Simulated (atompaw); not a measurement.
**Cd: PAW (atompaw) pseudisation with LDA (PW92), scalar-relativistic reference atom.**

atompaw 4.2.0.5 input, output lines left out:

```
Cd 48
LDA-PW scalarrelativistic loggrid 1500 logderivrange -7 5 301
5 5 4 0 0 0
5 1 0
0 0 0
c
c
c
c
v
c
c
v
v
c
v
2
2.15 1.75 1.70 1.25
y
0.15
n
n
y
2.3
n
custom rrkj vanderbiltortho sinc
3 1 troulliermartins
2.15
2.15
1.35
2.15
0.40
0.40
```

Poles of the logarithmic derivatives, all-electron (AE) and pseudo (PS). s: poles at 3.5 (AE) and 3.5 (PS) Ry. p: poles at -4.8 (AE) and -4.8, 3.9 (PS) Ry. d: poles at -0.4 (AE) and -0.4 (PS) Ry. Test radius 2.17 bohr.

- Ghost test: ghost state, extra bound levels that the all-electron valence spectrum of the same l lacks: s at -257.0 eV (other channels not judged); a true bound ghost makes a file unfit for plane-wave use (spherical-Bessel basis up to 400 Ry, 20 bohr box)
- Lowest eigenvalue of the overlap operator: 0.27 (s channel)
- Overlap eigenvalues printed by atompaw (projector basis): 0.443, 0.449, 30, 514, 1.62e+03, 1.3e+04
- Share of each valence orbital outside the PAW sphere: 5s 72 %, 4p 0 %, 5p 92 %, 4d 8 %
